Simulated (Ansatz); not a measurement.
Start from `[CH3][SnH2][B](N)F` and change one atom or group to get `CB(N)F`.

Ansatz, PBE0-D4/def2-TZVP geometries, multiplicity 1. Each molecule was computed in one conformer, which needn't be the lowest.

Elements past krypton have def2 core potentials.

```tsv
property	`[CH3][SnH2][B](N)F`
HOMO–LUMO gap (PBE0/def2-TZVPP) / eV	7.38
HOMO energy (PBE/def2-TZVPP) / eV	-6.39
HOMO–LUMO gap (ωB97M-V/def2-TZVPP) / eV	11.09
LUMO energy (PBE/def2-TZVPP) / eV	-1.04
LUMO energy (ωB97M-V/def2-TZVPP) / eV	1.38
HOMO energy (B3LYP/def2-TZVPP) / eV	-7.39
```

(1) What does the change do to each property? (Estimate.)

Answers

(1) Ansatz gave: 
```json
{"property": "HOMO–LUMO gap (PBE0/def2-TZVPP) / eV", "`CB(N)F`": "9.07", "shift": "1.69"}
{"property": "HOMO energy (PBE/def2-TZVPP) / eV", "`CB(N)F`": "-6.82", "shift": "-0.43"}
{"property": "HOMO–LUMO gap (ωB97M-V/def2-TZVPP) / eV", "`CB(N)F`": "12.71", "shift": "1.62"}
{"property": "LUMO energy (PBE/def2-TZVPP) / eV", "`CB(N)F`": "0.03", "shift": "1.07"}
{"property": "LUMO energy (ωB97M-V/def2-TZVPP) / eV", "`CB(N)F`": "2.02", "shift": "0.64"}
{"property": "HOMO energy (B3LYP/def2-TZVPP) / eV", "`CB(N)F`": "-8.04", "shift": "-0.65"}
```

With PBE0 the HOMO falls by 0.69 eV and the LUMO rises by 1.00 eV, so the gap widens by about 1.69 eV. PBE moves the HOMO by -0.43 eV and ωB97M-V by -0.97 eV.

B3LYP here is the variant with VWN-RPA as its local correlation; programs differ in this.
